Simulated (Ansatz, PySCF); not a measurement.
Molecule: Sn2H (charge -1, singlet). It need not be the lowest isomer of its formula. Whether it binds its extra electron was not tested at this geometry. 
Structure (B3LYP-D3(BJ)/def2-TZVP (Ansatz, a quantum-chemistry and plane-wave program) minimum search):
```xyz
3

Sn     0.0000     0.0000    -1.3050
Sn     0.0000     0.0000     1.2452
H      0.0000     0.0000     2.9930
```
Charge -1, spin multiplicity 1.

Total electronic energies in hartree. Correlated levels leave the core frozen unless marked. No spin-orbit coupling. The frozen core is the preceding noble-gas configuration, with the filled d and f shells of earlier blocks. Past Kr the def2 sets carry scalar-relativistic core potentials. STO-3G rows are all-electron and non-relativistic. CBS marks a two-point X^-3 extrapolation of the correlation energy; Hartree-Fock from the larger set.

The Hartree-Fock reference is unstable (checked in the largest basis), which strains HF and MP2. 

| level | program | energy (Eh) |
|---|---|---|
| HF/STO-3G | Ansatz | -11926.89745 |
| HF/def2-SVP | Ansatz | -427.26886 |
| HF/def2-TZVPD | PySCF | -427.28757 |
| HF-D3(BJ)/def2-TZVPD | PySCF + dftd3 | -427.31286 |
| SVWN5/def2-TZVPD | Ansatz | -428.59460 |
| M06-L-D4/def2-TZVPD | PySCF + dftd4 | -429.55601 |
| r2SCAN-D4/def2-TZVPD | Ansatz + dftd4 | -429.40583 |
| B97M-V/def2-TZVPD | Ansatz | -429.23252 |
| B3LYP-D4/def2-TZVPD | Ansatz + dftd4 | -429.40096 |
| B3LYP/def2-TZVPD | Ansatz | -429.39537 |
| TPSSh-D4/def2-TZVPD | PySCF + dftd4 | -429.09699 |
| r2SCANh-D4/def2-TZVPD | Ansatz + dftd4 | -429.38130 |
| r2SCAN0-D4/def2-TZVPD | Ansatz + dftd4 | -429.34528 |
| HSE06-D4/def2-TZVPD | Ansatz + dftd4 | -429.25352 |
| HSE06/def2-TZVPD | Ansatz | -429.25071 |
| CAM-B3LYP/def2-TZVPD | Ansatz | -429.19777 |
| MP2/def2-SVPD | Ansatz | -427.44958 |
| MP2/def2-TZVPP | Ansatz | -427.49174 |
| RI-MP2/def2-TZVPPD | Ansatz | -427.49437 |
| RI-MP2/def2-QZVPP | Ansatz | -427.51076 |
| SCS-MP2/def2-TZVPP | Ansatz | -427.49342 |
| SCS-MP2/def2-QZVPP | Ansatz | -427.51405 |
| CCSD(T)/CBS(def2-TZVPPD,def2-QZVPPD) | Ansatz | -427.5507 |

Totals of different functionals don't rank their quality; only differences between species are comparable.
